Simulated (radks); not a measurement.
Question: Spherical quantum dot in the effective-mass picture: electrons in a parabolic well V = omega^2 r^2 / 2 with omega unknown, with a point charge +1 (a donor) at the centre, all in effective atomic units (hartree* = m*/eps^2 hartree, bohr* = eps/m* bohr), one dielectric constant everywhere. Calculated with a radial shooting solver with Libxc functionals: non-relativistic Kohn-Sham, r2SCAN, spin-polarised, spherical densities, generalised Kohn-Sham scheme. Levels are named by radial order and angular momentum (1s, 1p, 1d, 2s, ...), and open shells are averaged over m. Each electron was tried in the lowest free levels, single moves between levels near the top were tried too, and the lowest total energy was kept; such a search can miss a lower state. The values of mu = E(N) - E(N-1) (hartree*) for N = 2 to 12 are 2.8065, 6.2978, 7.0043, 7.7417, 8.8007, 9.4577, 10.141, 12.463, 13.200, 13.946, 14.525. Estimate omega.

Answer: omega = 2.23 (effective atomic units). The central charge lowers the s levels, so the charging steps and shell gaps carry the answer. The first electron has mu near 1.5 omega without a central charge, and each new shell adds about omega plus the charging energy.
